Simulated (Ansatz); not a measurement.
`C[B](F)[GeH2][Cl]` and `COB(C)F` differ in one atom or group.

Ansatz, PBE0-D4/def2-TZVP geometries, multiplicity 1. Each molecule was computed in one conformer, which needn't be the lowest.

Scalar relativity is left out up to krypton.

| property | `C[B](F)[GeH2][Cl]` |
| --- | --- |
| HOMO energy (PBE0/def2-TZVPP) / eV | -7.95 |
| LUMO energy (B3LYP/def2-TZVPP) / eV | -1.65 |
| LUMO energy (PBE/def2-TZVPP) / eV | -2.39 |
| size of the dipole moment (ωB97M-V/def2-TZVPP) / D | 1.67 |
| LUMO energy (PBE0/def2-TZVPP) / eV | -1.44 |
| LUMO energy (ωB97M-V/def2-TZVPP) / eV | 0.58 |

Question: Give the same properties after the change, and the shifts. (An estimate is asked.)

Answer: The calculation gave: 
| property | `COB(C)F` | shift |
| --- | --- | --- |
| HOMO energy (PBE0/def2-TZVPP) / eV | -9.01 | -1.06 |
| LUMO energy (B3LYP/def2-TZVPP) / eV | 0.49 | 2.14 |
| LUMO energy (PBE/def2-TZVPP) / eV | -0.05 | 2.34 |
| size of the dipole moment (ωB97M-V/def2-TZVPP) / D | 2.77 | 1.10 |
| LUMO energy (PBE0/def2-TZVPP) / eV | 0.83 | 2.27 |
| LUMO energy (ωB97M-V/def2-TZVPP) / eV | 2.06 | 1.48 |

With PBE0 the HOMO falls by 1.06 eV and the LUMO rises by 2.27 eV, so the gap widens by about 3.33 eV. PBE moves the HOMO by -0.79 eV and ωB97M-V by -1.33 eV. Dipoles are sizes alone; their direction can turn.

Positive LUMOs are unbound, so they and the gaps depend on the basis.

B3LYP here is the variant with VWN-RPA as its local correlation; programs differ in this.
